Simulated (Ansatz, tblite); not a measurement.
Forces on Se(CCH)2 (C₄H₂Se) at its PBE0-D4/def2-SVP geometry. Charge 0, multiplicity 1.

The xTB rows come from tblite.

GFN1-xTB (tblite), largest force 1.18 eV/Å:

```xyz
7
positions Å, forces eV/Å
Se   -0.694    1.458    0.072   -0.007    0.016    0.001
C     0.394    0.600    1.266    0.697   -0.511    0.800
C     1.110    0.098    2.108   -0.360    0.236   -0.439
H     1.744   -0.355    2.849   -0.364    0.256   -0.429
C    -0.762    0.173   -1.228   -0.074   -0.797   -0.865
C    -0.856   -0.629   -2.135    0.061    0.392    0.470
H    -0.935   -1.345   -2.933    0.048    0.408    0.462
```

GFN2-xTB (tblite), largest force 1.11 eV/Å:

```
Se -0.022 0.047 0.002
C 0.661 -0.539 0.709
C -0.183 0.146 -0.200
H -0.516 0.351 -0.617
C -0.027 -0.793 -0.775
C 0.010 0.217 0.218
H 0.077 0.571 0.662
```

PBE-D4/def2-TZVP (Ansatz), largest force 0.27 eV/Å:

```
Se -0.091 0.192 0.010
C 0.032 -0.043 0.019
C 0.156 -0.090 0.201
H -0.086 0.057 -0.104
C 0.012 -0.050 -0.024
C -0.036 -0.161 -0.213
H 0.014 0.094 0.111
```
